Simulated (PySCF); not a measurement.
**NMR problem set**

Isolated molecule, one conformer, relativity neglected, averaged over atoms made equivalent by symmetry, fast rotation or ring inversion. Geometry from PBE0-D3(BJ)/def2-SVP; PBE0/pcSseg-1 with gauge-including orbitals; J: B3LYP/pcJ-1; PySCF.

Chemical shifts δ = σref − σ; $^{1}$H (σref 31.27), $^{13}$C (σref 184.41) vs TMS, all at this level. Multiplet labels drop J under 1 Hz and among equivalent protons, and merge close values. Unscaled 3J(H,H) run several per cent high. Splittings of carbon signals by F and P are missing where no couplings were computed. Where no couplings were computed, multiplicities follow the n + 1 count of equivalent neighbours, and m marks all less simple cases (inequivalent or close neighbours, rings, F or P nearby). One-bond C–F couplings are unscaled and too large by tens of Hz. Shifts are as computed. Against solution values, carbons near 30 ppm lie about +2 ppm off and those near 130 ppm about +5 ppm (rms about the fit 1.9 ppm; single classes can miss by 10 ppm). Of 1328 compounds with measured shifts, 309 miss one by over three times the rms of a fit or turn the order of signals round; such compounds aren't used in these exercises. Signals without a measured value on file couldn't be tested in this way; 1H shifts scatter by 0.2 ppm about their fit, and single ones miss by 0.5 ppm.

Question: C₆H₁₃PS. $^{1}$H NMR (500 MHz, computed): δ 7.08 (m, 1H), 6.78 (m, 1H), 6.64 (m, 1H), 6.46 (m, 1H), 1.07 (m, 9H). $^{13}$C{$^{1}$H} NMR (computed): δ 149.4, 133.8, 36.0, 25.4. Identify the compound.

Answer: SMILES CC([P@H](C=C)=S)(C)C. 4 carbon signals for 6 carbons: some carbons are equivalent by symmetry or fast rotation. Carbon types of the structure: 1 × C, 1 × CH, 1 × CH2, 3 × CH3, leaving 1 H on heteroatoms. δC 149.4: terminal =CH2 carbon; as expected for a trigonal carbon in a double bond. δC 133.8: alkene CH; an sp2 carbon of a C=C bond. δC 25.4: methyl carbon; saturated and bonded to C and H only. δH 7.08, 6.78: hydrogen on a terminal =CH2 carbon; attached to an sp2 carbon and in the plane of the double bond.

This is the structure that produced the data. Such data don't tell enantiomers apart.

Question: C₆H₁₁N₃. $^{1}$H NMR (600 MHz, computed): δ 3.28 (s, 3H), 2.68 (q, 2H), 2.34 (s, 3H), 1.11 (t, 3H). $^{13}$C{$^{1}$H} NMR (computed): δ 157.5, 152.8, 29.4, 21.6, 15.1, 12.5. Identify the compound.

Answer: SMILES CCc1nnc(C)n1C. Rings plus π bonds: 3 (1 ring in the answer). 6 carbon signals for 6 carbons: no two carbons are equivalent. Carbon types of the structure: 2 × C, 1 × CH2, 3 × CH3, which accounts for all hydrogens. δC 157.5, 152.8: substituted aromatic carbon next to a ring nitrogen. δC 29.4: methyl carbon bonded to N; pulled downfield by the heteroatom. δH 2.68: hydrogen on an sp3 CH2 on an aromatic ring; benzylic-type position, deshielded by the ring. δH 2.34: hydrogen on a methyl carbon on an aromatic ring; benzylic-type position, deshielded by the ring.

This is the structure that produced the data.

Question: C₂H₄F₂O. $^{1}$H NMR (400 MHz, computed): δ 5.66 (t, J = 87.4 Hz, 1H), 3.46 (s, 3H). $^{13}$C{$^{1}$H} NMR (computed): δ 122.5 (CH, t, J = 319.7 Hz), 53.0 (CH3, t, J = 3.6 Hz). What is it?

Answer: `O(C)C(F)F`. The formula gives 0 degrees of unsaturation. 2 carbon signals for 2 carbons: no two carbons are equivalent. Carbon types of the structure: 1 × CH, 1 × CH3, which accounts for all hydrogens. δC 122.5: sp3 CH bonded to 2 F and O; 3 electronegative neighbours deshield it. δC 53.0: methyl carbon bonded to O; deshielded by the electronegative neighbour. δH 5.66: hydrogen on an sp3 CH bonded to 2 F and O; its carbon carries F and O, which withdraws density. δH 3.46: hydrogen on a methyl carbon bonded to O; its carbon carries O, which withdraws density.

This is the structure that produced the data.
